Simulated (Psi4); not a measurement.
boron atom (B), doublet. Base run: PBE/6-31G* in Psi4 1.11.

Input for Psi4:
```
memory 2 GB

molecule mol {
0 2
B     0.000000    0.000000    0.000000
}

set {
  basis 6-31g*
  reference uks
}

energy('pbe')
print_variables()
```

Each row names what was changed in the base input (with any setting that the change needs).

```json
[
 {"change": "base", "basis functions": "15", "E (Eh)": "-24.60094"},
 {"change": "basis = cc-pVDZ-DK; relativity = spin-free X2C (with scf_type pk)", "basis functions": "14", "E (Eh)": "-24.61421"},
 {"change": "basis = cc-pVTZ-DK; relativity = none (with scf_type pk)", "basis functions": "30", "E (Eh)": "-24.60993"},
 {"change": "basis = cc-pVTZ-DK; relativity = spin-free X2C (with scf_type pk)", "basis functions": "30", "E (Eh)": "-24.61687"},
 {"change": "basis = cc-pVDZ-DK; relativity = none (with scf_type pk)", "basis functions": "14", "E (Eh)": "-24.60719"}
]
```

Total energies compare only within one method and basis.

Open shells are given as the SCF converged; they aren't shown to be the lowest states, and a large step between rows can be another state.

Basis sets contracted for a relativistic Hamiltonian are a mismatch without it, so the rows without relativity aren't non-relativistic limits. No row has spin-orbit coupling; sets with core potentials leave out the core electrons.
